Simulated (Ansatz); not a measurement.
Spectroscopic constants of TeP, multiplicity 4 (an upper state: multiplicity 2 came lower at CCSD(T)/def2-TZVPP on PBE0 minima). No spin–orbit coupling.

The constants come from a fifth-degree fit in 1/R (seven points, main isotopes). In def2 and cc sets the state is the lowest found near the PBE0 minimum, followed along R.

Correlated levels freeze the inner cores; with def2 sets outer-core shells near the valence are correlated too.

Programs: Ansatz (Gaussian orbitals). Each number belongs to the level named beside it. In def2 rows elements past Kr take small-core potentials, without spin–orbit coupling.

### Question
What bond length and harmonic frequency does PBE/def2-TZVPP give?

### Answer
r_e = 2.492 Å, ω_e = 333 cm⁻¹.

### Question
What bond length and harmonic frequency does PBE0/def2-TZVPP give?

### Answer
r_e = 2.466 Å, ω_e = 348 cm⁻¹.

### Question
What bond length and harmonic frequency does CCSD(T)/def2-TZVPP give?

### Answer
r_e = 2.489 Å, ω_e = 331 cm⁻¹.

Ansatz is an electronic-structure program.
